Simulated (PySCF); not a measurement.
The numbers are results of TPSSh-D3(BJ)/def2-TZVP // CAM-B3LYP-D3(BJ)/def2-TZVP run with PySCF 2.14.0, not measurements. Isolated molecules, 0 K electronic values unless said otherwise. Excitations are Tamm–Dancoff values on a coarser integration grid. The basis has no diffuse functions, so Rydberg states are missing or too high.

Reference species (SMILES): `C#CC=C` (neutral, multiplicity 1).

```yaml
T1 excitation (TDA): 3.51 eV
S1–T1 gap (TDA): 1.84 eV
S1 oscillator strength: 0.000
HOMO: -6.58 eV
```

After one change: the T1 excitation (TDA) drops by 0.70 eV; the S1–T1 gap (TDA) decreases by 0.51 eV; the S1 oscillator strength stays essentially unchanged; the HOMO goes up by 0.08 eV.

Question: Which change was made? The new species is one of these.
A. `C=C1C=C1`
B. `C=C=C=C`
C. `C1=CC=C1`

Answer: B, `C=C=C=C`
